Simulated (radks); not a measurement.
Question: Species: Dy2+. Configuration: [Xe] 4f9.5 6p0.5 (fractional occupations, a model configuration). Method: scalar-relativistic Kohn-Sham, SCAN, spin-polarised, spherical densities, finite nucleus; open shells are filled with parallel spins first (spin-orbit coupling, left out, can overturn this in heavy ions); meta-GGA in the generalised Kohn-Sham scheme; Fermi nuclear charge, rms radius 5.2218 fm; computed with a radial shooting solver on a logarithmic mesh with Libxc functionals. Some entries of the table are withheld. Estimate them.

orbital  occ.  eigenvalue (hartree)  <1/r> (bohr^-1)
1s up       1             -1975.161            74.55
1s down     1             -1975.161            74.55
2s up       1             -330.3363            17.35
2s down     1             -330.3330            17.35
2p up       3             -293.0322            16.09
2p down     3             -293.0297            16.09
3s up       1             -74.48045            6.388
3s down     1             -74.40068            6.394
3p up       3             -62.94784            5.979
3p down     3             -62.86536            5.985
3d up       5             -48.11543            5.663
3d down     5             -48.04835            5.668
4s up       1             -15.52858            2.686
4s down     1             -15.35009            2.683
4p up       3             -11.71076            2.466
4p down     3             -11.53312            2.462
4d up       5              -6.50163            2.176
4d down     5              -6.32178            2.170
5s up       1              -2.51040            1.033
5s down     1              -2.46926            1.013
5p up       3              -1.60325           0.8680
5p down     3              -1.57233           0.8557
4f up       7              -0.87077            1.603
4f down   2.5              -0.70038            1.566
6p up     0.5              -0.42559              (1)

Answer: 
(1) 6p up <1/r> (bohr^-1): 0.3044
